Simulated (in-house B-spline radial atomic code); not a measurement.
## CAM-B3LYP excitations of Rb7+

Method: CAM-B3LYP. Computed with an all-electron radial atomic-structure program (B-spline basis): linear response of the closed shell [Ar] 3d10 4s2 with the functional's adiabatic kernel; scalar-relativistic (spin-free one-electron X2C), finite nucleus, no spin-orbit coupling, no double excitations, S, P, D and F terms only; shells from n = 2 respond. Only terms of natural parity with L up to 3 were computed.

Command:
```bash
python run_td.py task.json out
```
Settings (radii: box in bohr, nucleus in fm):
```
Z                        37
electrons                30
configuration            [Ar] 3d10 4s2
hamiltonian              x2c
method                   camb3lyp
box_radius               12.81
rms_radius               4.2036
intervals                70
```

Cost of the run: 2.6 s on 1 thread of Arm Neoverse N1, on a shared host.

The lowest states, in the order of their Tamm-Dancoff energies; the method's threshold (minus the highest occupied level) is 129.05 eV. Labels give the largest channel, * marks a mixed state, and oscillator strengths are full-response dipole values. Semilocal kernels can invert the small singlet-triplet splittings of Rydberg terms. Energies in eV:

```
     state  full response  Tamm-Dancoff  oscillator strength
4s → 4p 3P              ?             ?                    -
4s → 4p 1P              ?             ?                    ?
4s → 4d 3D          48.01         48.05                    -
4s → 4d 1D          50.88         50.92                    -
4s → 5s 3S          63.97         63.97                    -
4s → 5s 1S          65.59         65.64                    -
4s → 5p 3P          71.67         71.68                    -
4s → 5p 1P          72.49         72.54                 0.11
4s → 4f 3F          73.89         73.91                    -
4s → 4f 1F          75.24         75.25                    -
```

(1) Where does 4s → 4p 3P lie?

(2) Where does 4s → 4p 1P lie?

(3) How large is the singlet-triplet splitting of 4s → 4p (P terms) in Tamm-Dancoff?

(4) What polarisabilities and dispersion coefficient does the method give?

Results:

(1) At 17.206 eV in full response, 17.403 eV in Tamm-Dancoff.

(2) At 24.138 eV in full response, 24.918 eV in Tamm-Dancoff, oscillator strength 1.51.

(3) 7.52 eV, from the unrounded values.

(4) Dipole 2.127 bohr³, quadrupole 2.005 bohr⁵, C6 3.6 hartree·bohr⁶ for two such species.
